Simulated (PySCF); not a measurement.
B(OH)(OMe)(NH2) (CH₆BNO₂), SMILES COB(N)O.

Geometry optimised at PBE0-D3(BJ)/def2-SVP. One conformer was computed; it need not be the lowest.

These are PySCF with PBE/def2-TZVP values and carry that method's errors.

Symmetry labels are those of the subgroup Cs that the program uses (full group Cs).

Computed valence orbital energies around the gap with their symmetry:
```csv
orbital,symmetry,energy (eV)
HOMO−7,A',-11.32
HOMO−6,A",-10.96
HOMO−5,A',-10.28
HOMO−4,A",-8.61
HOMO−3,A',-8.42
HOMO−2,A',-7.24
HOMO−1,A",-6.58
HOMO,A",-6.17
LUMO,A',-0.25
LUMO+1,A',0.64
LUMO+2,A',1.50
LUMO+3,A",1.51
```
